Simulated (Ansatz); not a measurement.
Ansatz (an electronic-structure program) job for Al(All)(Cl)(H) (C₃H₆AlCl), SMILES [Cl][AlH][CH2]C=C, PBE-D3(BJ)/def2-SVP. 

Ansatz 0.2 input:
```yaml
crystal:
  periodic: [false, false, false]
  atoms:
    - {symbol: Al, position_ang: [0.69697379, 0.01033686, 0.43534260]}
    - {symbol: C, position_ang: [-0.21760824, -1.71957135, 0.16994868]}
    - {symbol: C, position_ang: [-0.58571901, -1.12837134, -1.14339900]}
    - {symbol: C, position_ang: [0.27930070, -0.85668341, -2.15319531]}
    - {symbol: H, position_ang: [-1.07192077, -1.99482732, 0.79724615]}
    - {symbol: H, position_ang: [0.52199516, -2.53104044, 0.10498744]}
    - {symbol: H, position_ang: [-1.60091947, -0.71916821, -1.22642148]}
    - {symbol: H, position_ang: [1.30596737, -1.23781944, -2.15268414]}
    - {symbol: H, position_ang: [-0.04257390, -0.30033873, -3.03613820]}
    - {symbol: Cl, position_ang: [-0.42745265, 1.68910778, 1.08457534]}
    - {symbol: H, position_ang: [2.23764682, 0.16173928, 0.17564931]}
basis:
  gaussian:
    orbitals: def2-SVP
hamiltonian:
  xc: pbe
  dispersion: d3bj
relax: {f_tol: 0.002, max_steps: 200}
```

Output:

```
WARN ansatz: RAYON_NUM_THREADS=1 ignored (pool sized by the plan → 1); use --threads N
Functional definition: PBE
integrals: 0.05 GiB planned
1210 factors; their error is unknown
mean field: 0.30 GiB planned
mean field evaluation 1: about -22297.8440 eV, gradient 6.1e1 eV
mean field evaluation 2: about -22274.3137 eV, gradient 1.0e2 eV
mean field evaluation 4: about -22307.9049 eV, gradient 7.2e0 eV
mean field evaluation 8: about -22308.0352 eV, gradient 8.1e-2 eV
mean field evaluation 16: about -22307.9696 eV, gradient 1.4e-4 eV
mean field -22307.96958475 eV, -819.8027613549 hartree, gradient 2.0e-5 eV, S^2 0.000000; 0 other end points of the search recorded, 0 dependent functions left out
the calculation of the forces begins
reference -22307.96962388 eV, -819.8027627928 hartree; 27, 27 occupied and 81, 81 virtual orbitals, 1210 factors
relax step   1: F+E_penalty+E_count = -22308.22448521 eV  Δ(F+E_penalty+E_count) = +0.000e0 eV  max|allowed force component| = 4.680e-1 eV/Å  Δτ_max = 0.0000 Å  (29 SCF iters, accepted)
these checks for a lower state are left out or cut short: starts, cluster_reference, orbital_swaps, neighbouring_geometries, increment
integrals: 0.05 GiB planned
1210 factors; their error is unknown
mean field: 0.30 GiB planned
mean field -22307.98469390 eV, -819.8033166059 hartree, gradient 7.3e-6 eV, S^2 0.000000; 0 other end points of the search recorded, 0 dependent functions left out
the calculation of the forces begins
reference -22307.98473314 eV, -819.8033180477 hartree; 27, 27 occupied and 81, 81 virtual orbitals, 1210 factors
relax step   2: F+E_penalty+E_count = -22308.23926362 eV  Δ(F+E_penalty+E_count) = -1.478e-2 eV  max|allowed force component| = 2.414e-1 eV/Å  Δτ_max = 0.0236 Å  (32 SCF iters, accepted)
these checks for a lower state are left out or cut short: starts, cluster_reference, orbital_swaps, neighbouring_geometries, increment
integrals: 0.05 GiB planned
1210 factors; their error is unknown
mean field: 0.30 GiB planned
mean field evaluation 32: about -22307.9921 eV, gradient 7.2e-6 eV
mean field -22307.99210191 eV, -819.8035888450 hartree, gradient 7.2e-6 eV, S^2 0.000000; 0 other end points of the search recorded, 0 dependent functions left out
the calculation of the forces begins
reference -22307.99214114 eV, -819.8035902869 hartree; 27, 27 occupied and 81, 81 virtual orbitals, 1210 factors
relax step   3: F+E_penalty+E_count = -22308.24711980 eV  Δ(F+E_penalty+E_count) = -7.856e-3 eV  max|allowed force component| = 1.306e-1 eV/Å  Δτ_max = 0.0653 Å  (31 SCF iters, accepted)
these checks for a lower state are left out or cut short: starts, cluster_reference, orbital_swaps, neighbouring_geometries, increment
integrals: 0.05 GiB planned
1210 factors; their error is unknown
mean field: 0.30 GiB planned
mean field -22307.99475848 eV, -819.8036864722 hartree, gradient 7.1e-6 eV, S^2 0.000000; 0 other end points of the search recorded, 0 dependent functions left out
the calculation of the forces begins
reference -22307.99479778 eV, -819.8036879163 hartree; 27, 27 occupied and 81, 81 virtual orbitals, 1210 factors
relax step   4: F+E_penalty+E_count = -22308.24989173 eV  Δ(F+E_penalty+E_count) = -2.772e-3 eV  max|allowed force component| = 1.729e-1 eV/Å  Δτ_max = 0.0567 Å  (31 SCF iters, accepted)
these checks for a lower state are left out or cut short: starts, cluster_reference, orbital_swaps, neighbouring_geometries, increment
integrals: 0.05 GiB planned
1210 factors; their error is unknown
mean field: 0.30 GiB planned
mean field -22307.99995198 eV, -819.8038773299 hartree, gradient 7.5e-6 eV, S^2 0.000000; 0 other end points of the search recorded, 0 dependent functions left out
the calculation of the forces begins
reference -22307.99999123 eV, -819.8038787723 hartree; 27, 27 occupied and 81, 81 virtual orbitals, 1210 factors
relax step   5: F+E_penalty+E_count = -22308.25429701 eV  Δ(F+E_penalty+E_count) = -4.405e-3 eV  max|allowed force component| = 1.211e-1 eV/Å  Δτ_max = 0.0283 Å  (32 SCF iters, accepted)
these checks for a lower state are left out or cut short: starts, cluster_reference, orbital_swaps, neighbouring_geometries, increment
integrals: 0.05 GiB planned
1210 factors; their error is unknown
mean field: 0.30 GiB planned
mean field -22308.00011811 eV, -819.8038834350 hartree, gradient 7.4e-6 eV, S^2 0.000000; 0 other end points of the search recorded, 0 dependent functions left out
the calculation of the forces begins
reference -22308.00015725 eV, -819.8038848732 hartree; 27, 27 occupied and 81, 81 virtual orbitals, 1210 factors
relax step   6: F+E_penalty+E_count = -22308.25512849 eV  Δ(F+E_penalty+E_count) = -8.315e-4 eV  max|allowed force component| = 2.557e-1 eV/Å  Δτ_max = 0.0576 Å  (32 SCF iters, accepted)
these checks for a lower state are left out or cut short: starts, cluster_reference, orbital_swaps, neighbouring_geometries, increment
integrals: 0.05 GiB planned
1210 factors; their error is unknown
mean field: 0.30 GiB planned
mean field -22308.00390043 eV, -819.8040224327 hartree, gradient 7.5e-6 eV, S^2 0.000000; 0 other end points of the search recorded, 0 dependent functions left out
the calculation of the forces begins
reference -22308.00393960 eV, -819.8040238723 hartree; 27, 27 occupied and 81, 81 virtual orbitals, 1210 factors
relax step   7: F+E_penalty+E_count = -22308.25806453 eV  Δ(F+E_penalty+E_count) = -2.936e-3 eV  max|allowed force component| = 6.648e-2 eV/Å  Δτ_max = 0.0298 Å  (32 SCF iters, accepted)
these checks for a lower state are left out or cut short: starts, cluster_reference, orbital_swaps, neighbouring_geometries, increment
integrals: 0.05 GiB planned
1210 factors; their error is unknown
mean field: 0.30 GiB planned
mean field evaluation 64: about -22308.0048 eV, gradient 1.0e-4 eV
mean field -22308.00482543 eV, -819.8040564258 hartree, gradient 7.6e-6 eV, S^2 0.000000; 0 other end points of the search recorded, 0 dependent functions left out
the calculation of the forces begins
reference -22308.00486461 eV, -819.8040578657 hartree; 27, 27 occupied and 81, 81 virtual orbitals, 1210 factors
relax step   8: F+E_penalty+E_count = -22308.25868583 eV  Δ(F+E_penalty+E_count) = -6.213e-4 eV  max|allowed force component| = 1.765e-2 eV/Å  Δτ_max = 0.0151 Å  (32 SCF iters, accepted)
these checks for a lower state are left out or cut short: starts, cluster_reference, orbital_swaps, neighbouring_geometries, increment
integrals: 0.05 GiB planned
1210 factors; their error is unknown
mean field: 0.30 GiB planned
mean field -22308.00517764 eV, -819.8040693691 hartree, gradient 7.6e-6 eV, S^2 0.000000; 0 other end points of the search recorded, 0 dependent functions left out
the calculation of the forces begins
reference -22308.00521680 eV, -819.8040708085 hartree; 27, 27 occupied and 81, 81 virtual orbitals, 1210 factors
relax step   9: F+E_penalty+E_count = -22308.25885643 eV  Δ(F+E_penalty+E_count) = -1.706e-4 eV  max|allowed force component| = 1.349e-2 eV/Å  Δτ_max = 0.0163 Å  (33 SCF iters, accepted)
these checks for a lower state are left out or cut short: starts, cluster_reference, orbital_swaps, neighbouring_geometries, increment
integrals: 0.05 GiB planned
1210 factors; their error is unknown
mean field: 0.30 GiB planned
mean field -22308.00541886 eV, -819.8040782341 hartree, gradient 7.6e-6 eV, S^2 0.000000; 0 other end points of the search recorded, 0 dependent functions left out
the calculation of the forces begins
reference -22308.00545803 eV, -819.8040796734 hartree; 27, 27 occupied and 81, 81 virtual orbitals, 1210 factors
relax step  10: F+E_penalty+E_count = -22308.25891684 eV  Δ(F+E_penalty+E_count) = -6.041e-5 eV  max|allowed force component| = 6.066e-3 eV/Å  Δτ_max = 0.0118 Å  (33 SCF iters, accepted)
these checks for a lower state are left out or cut short: starts, cluster_reference, orbital_swaps, neighbouring_geometries, increment
integrals: 0.05 GiB planned
1210 factors; their error is unknown
mean field: 0.30 GiB planned
mean field -22308.00548218 eV, -819.8040805610 hartree, gradient 1.3e-5 eV, S^2 0.000000; 0 other end points of the search recorded, 0 dependent functions left out
the calculation of the forces begins
reference -22308.00552135 eV, -819.8040820003 hartree; 27, 27 occupied and 81, 81 virtual orbitals, 1210 factors
relax step  11: F+E_penalty+E_count = -22308.25892543 eV  Δ(F+E_penalty+E_count) = -8.594e-6 eV  max|allowed force component| = 3.965e-3 eV/Å  Δτ_max = 0.0027 Å  (22 SCF iters, accepted)
these checks for a lower state are left out or cut short: starts, cluster_reference, orbital_swaps, neighbouring_geometries, increment
integrals: 0.05 GiB planned
1210 factors; their error is unknown
mean field: 0.30 GiB planned
mean field -22308.00549447 eV, -819.8040810127 hartree, gradient 1.2e-5 eV, S^2 0.000000; 0 other end points of the search recorded, 0 dependent functions left out
the calculation of the forces begins
reference -22308.00553364 eV, -819.8040824519 hartree; 27, 27 occupied and 81, 81 virtual orbitals, 1210 factors
relax step  12: F+E_penalty+E_count = -22308.25892694 eV  Δ(F+E_penalty+E_count) = -1.502e-6 eV  max|allowed force component| = 4.914e-3 eV/Å  Δτ_max = 0.0016 Å  (24 SCF iters, accepted)
these checks for a lower state are left out or cut short: starts, cluster_reference, orbital_swaps, neighbouring_geometries, increment
integrals: 0.05 GiB planned
1210 factors; their error is unknown
mean field: 0.30 GiB planned
mean field evaluation 96: about -22308.0055 eV, gradient 1.3e-5 eV
mean field -22308.00550651 eV, -819.8040814550 hartree, gradient 5.4e-5 eV, S^2 0.000000; 0 other end points of the search recorded, 0 dependent functions left out
the calculation of the forces begins
reference -22308.00554567 eV, -819.8040828942 hartree; 27, 27 occupied and 81, 81 virtual orbitals, 1210 factors
relax step  13: F+E_penalty+E_count = -22308.25892936 eV  Δ(F+E_penalty+E_count) = -2.425e-6 eV  max|allowed force component| = 1.559e-3 eV/Å  Δτ_max = 0.0007 Å  (20 SCF iters, accepted)
integrals: 0.05 GiB planned
1210 factors; their error is unknown
mean field: 0.30 GiB planned
mean field -22308.00550651 eV, -819.8040814550 hartree, gradient 5.4e-5 eV, S^2 0.000000; 1 other end points of the search recorded, 0 dependent functions left out
the calculation of the forces begins
reference -22308.00554567 eV, -819.8040828942 hartree; 27, 27 occupied and 81, 81 virtual orbitals, 1210 factors
Total energy: -22308.25896853 eV, -819.8133960123 hartree
Atom 0 at     0.668622     0.008860     0.247145 Å, force     0.000157    -0.000442    -0.000227 eV/Å
Atom 1 at    -0.250252    -1.798417     0.173033 Å, force     0.000003    -0.001559     0.000177 eV/Å
Atom 2 at    -0.603813    -1.167189    -1.100166 Å, force     0.000233    -0.000659     0.000427 eV/Å
Atom 3 at     0.301980    -0.760674    -2.062695 Å, force    -0.000631     0.001423    -0.001450 eV/Å
Atom 4 at    -1.085324    -2.074702     0.834351 Å, force     0.000486     0.000781    -0.000146 eV/Å
Atom 5 at     0.561614    -2.549480     0.139755 Å, force    -0.000277     0.000425     0.000116 eV/Å
Atom 6 at    -1.625580    -0.748378    -1.172654 Å, force     0.000338     0.000313    -0.000487 eV/Å
Atom 7 at     1.324123    -1.173652    -2.105201 Å, force    -0.000327    -0.000299     0.000856 eV/Å
Atom 8 at    -0.019319    -0.133763    -2.906831 Å, force     0.000110    -0.000394     0.000593 eV/Å
Atom 9 at    -0.425049     1.732909     0.860376 Å, force    -0.000162     0.000225     0.000101 eV/Å
Atom 10 at     2.248687     0.037850     0.148799 Å, force     0.000072     0.000185     0.000041 eV/Å
Dipole moment:    -0.067317    -0.418301    -0.258037 e Å
```

The calculation finished and met its thresholds.

Cost: about 60 core-seconds (a rough figure).
